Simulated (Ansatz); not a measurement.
`BNC(C)=O` + `OB(F)F` → `CC(=O)OB(F)F` + `BN`  (substitution at a C–N bond)

Calculated with Ansatz (gas phase, PBE0-D4/def2-TZVP geometries, no zero-point term in ΔE). CCSD(T)/CBS is the MP2 limit (def2-TZVPP, def2-QZVPP) plus CCSD(T) − MP2 in def2-TZVPP, frozen cores. This one scheme is used for every species. DFT in def2-TZVPP. B3LYP here is the variant with VWN-RPA as its local correlation; programs differ in this. One conformer a species, not always the lowest.

Is it downhill or uphill in electronic energy at CCSD(T)/CBS, and by how much? (Best estimate.)

The calculation gave: Uphill: ΔE = +3.1 kcal/mol.

What do these levels give: r2SCAN-D4, PBE0-D4, ωB97X-V, r2SCAN, B3LYP, HF/def2-TZVPP, CCSD/def2-TZVPP, CCSD(T)/def2-TZVPP, HF/def2-QZVPP, HF/CBS(def2), MP2/CBS(def2), CCSD/CBS(def2)? (Estimate.)

Computed: r2SCAN-D4 1.9, PBE0-D4 2.8, ωB97X-V 2.0, r2SCAN 1.9, B3LYP 1.9, HF/def2-TZVPP 2.4, CCSD/def2-TZVPP 2.7, CCSD(T)/def2-TZVPP 2.6, HF/def2-QZVPP 2.3, HF/CBS(def2) 2.3, MP2/CBS(def2) 3.8, CCSD/CBS(def2) 3.2 kcal/mol.

Largest T1 diagnostic among the species: 0.015.
